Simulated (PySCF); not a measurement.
IrO3, SMILES [O]=[Ir](=[O])=[O] (connectivity only; charge and spin as stated), neutral, multiplicity 2.

Geometry optimised at B3LYP-D3(BJ)/def2-TZVP. The geometry has at least one imaginary mode, so it is a saddle point at that level. The multiplicity is an assumed one; other spin states were not compared. The def2 effective core potentials stand for the cores of Ir; spin–orbit coupling is left out.

All values below come from PySCF with TDA-PBE/def2-SVPD.

Vertical excitations. The molecule is in vacuum.

```
state    energy (eV)  λ (nm)      f                                                                        main pairs
-------  -----------  ------  -----  --------------------------------------------------------------------------------
root 1          0.74    1666  0.001                                                                  α HOMO→LUMO 95 %
root 2          1.76     703  0.000                                              α HOMO−1→LUMO 51 %, β HOMO→LUMO 49 %
root 3          2.33     531  0.000                                              α HOMO−1→LUMO 47 %, β HOMO→LUMO 50 %
root 4          2.37     524  0.000                                                                β HOMO→LUMO+1 99 %
root 5          2.66     467  0.000                                            α HOMO−2→LUMO 37 %, β HOMO−1→LUMO 59 %
root 6          2.86     434  0.000                                          α HOMO→LUMO+1 37 %, β HOMO−1→LUMO+1 61 %
root 7          2.89     429  0.000                                            α HOMO−2→LUMO 55 %, β HOMO−1→LUMO 41 %
root 8          3.01     412  0.000                                            α HOMO−5→LUMO 44 %, β HOMO−2→LUMO 52 %
root 9          3.06     405  0.000                                            α HOMO−3→LUMO 58 %, β HOMO−3→LUMO 34 %
root 10         3.07     404  0.000  α HOMO→LUMO+1 36 %, α HOMO−4→LUMO 25 %, β HOMO−1→LUMO+1 20 %, β HOMO−4→LUMO 18 %
```
Unrestricted roots are not spin-pure.
